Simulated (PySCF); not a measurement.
Isomers of C2H5ClOSi, one GFN2-xTB conformer each. Single-point energies are computed at PBE0/pcSseg-1 (PySCF, gas phase, no added dispersion term), electronic only.

| SMILES | GFN2-xTB relative energy (kJ/mol) |
| --- | --- |
| C=C(Cl)O[SiH3] | 83.2 |
| C=CO[SiH2]Cl | 0.0 |

Conformers: `[CH2:1]=[C:2]([Cl:3])[O:4][SiH3:5]` with C1–C2–O4–Si5 180°; `[CH2:1]=[CH:2][O:3][SiH2:4][Cl:5]` with C1–C2–O3–Si4 -3°, C2–O3–Si4–Cl5 -110°.

Question: What does PBE0/pcSseg-1 give for the same structures?

Answer: 
```csv
SMILES,PBE0/pcSseg-1 E (Eh),PBE0/pcSseg-1 (kJ/mol),GFN2-xTB (kJ/mol),point group
C=CO[SiH2]Cl,-903.68658,0.0,0.0,C1
C=C(Cl)O[SiH3],-903.63131,145.1,83.2,Cs
```

Both levels put the same isomer lowest. 

Question: Which frontier levels, dipoles and rotational constants go with these structures?

Answer: 
| SMILES | HOMO (eV, PBE0/pcSseg-1) | LUMO (eV) | dipole (D) | A, B, C (MHz) |
| --- | --- | --- | --- | --- |
| C=CO[SiH2]Cl | -7.24 | 0.13 | 1.52 | 8136, 1524, 1465 |
| C=C(Cl)O[SiH3] | -6.96 | 0.08 | 0.94 | 5055, 2339, 1629 |
